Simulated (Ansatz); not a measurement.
```xyz
10

C     0.099   -0.052   -1.345
C     0.367    0.105    0.146
S     0.698   -1.569    0.811
Zn   -1.114    0.847    1.144
F    -2.455    1.456    2.094
H    -0.783   -0.667   -1.542
H    -0.060    0.921   -1.815
H     0.949   -0.531   -1.843
H     1.268    0.704    0.285
H     1.031   -1.215    2.063
```

Total charge 0; spin multiplicity 1.

(1) List the r2SCAN/def2-TZVPP orbital energies in eV (the Gaussian-basis code of Ansatz). (Estimate.)

Answers

(1) Computed: Occupied: -9435.45, -2409.37, -1144.81, -1007.43, -1007.42, -1007.33, -664.41, -274.42, -273.47, -213.77, -157.87, -157.78, -157.61, -130.78, -86.58, -86.58, -86.40, -28.73, -21.12, -18.59, -15.54, -12.99, -12.70, -12.55, -12.41, -12.41, -11.95, -11.23, -10.15, -9.56, -9.36, -8.94, -8.45, -8.41, -7.90, -5.78. Lowest empty: -1.51, -0.70, -0.49, 0.10, 0.93, 1.75, 2.47, 2.98.
